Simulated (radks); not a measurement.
Spherical jellium clusters: N electrons in a uniform positive sphere of charge N and radius rs N^(1/3), rs = 2.49 bohr. Calculated with a radial shooting solver with Libxc functionals: non-relativistic Kohn-Sham, LDA (Slater exchange, Perdew-Wang correlation), spin-polarised, spherical densities. Levels are named by radial order and angular momentum (1s, 1p, 1d, 2s, ...), and open shells are averaged over m.

N = 37, configuration 1s2 1p6 1d10 2s2 1f14 2p(up 3, down 0). This is the lowest configuration that the search found. Occupied and some empty levels:

| level | occupation | eigenvalue (eV) | <r> (bohr) |
|---|---|---|---|
| 1s up | 1 | -10.077 | 4.682 |
| 1s down | 1 | -9.7399 | 4.910 |
| 1p up | 3 | -8.4738 | 5.754 |
| 1p down | 3 | -8.2798 | 5.858 |
| 1d up | 5 | -6.5938 | 6.500 |
| 1d down | 5 | -6.4654 | 6.528 |
| 2s up | 1 | -6.0340 | 5.537 |
| 2s down | 1 | -5.6575 | 5.419 |
| 1f up | 7 | -4.4790 | 7.130 |
| 1f down | 7 | -4.3678 | 7.121 |
| 2p up | 3 | -3.6728 | 6.530 |
| 2p down | 0 | -3.3167 | 6.646 |
| 1g up | 0 | -2.1911 | 7.786 |
| 1g down | 0 | -2.0743 | 7.766 |
| 2d up | 0 | -1.4764 | 8.296 |
| 3s up | 0 | -1.4264 | 8.830 |
| 2d down | 0 | -1.2570 | 8.582 |
| 3s down | 0 | -1.2367 | 9.104 |

Energy (eV): total -44.2972, kinetic 152.05, external -5266.9, Hartree 2579.2, exchange-correlation -202.41, background 2693.8.
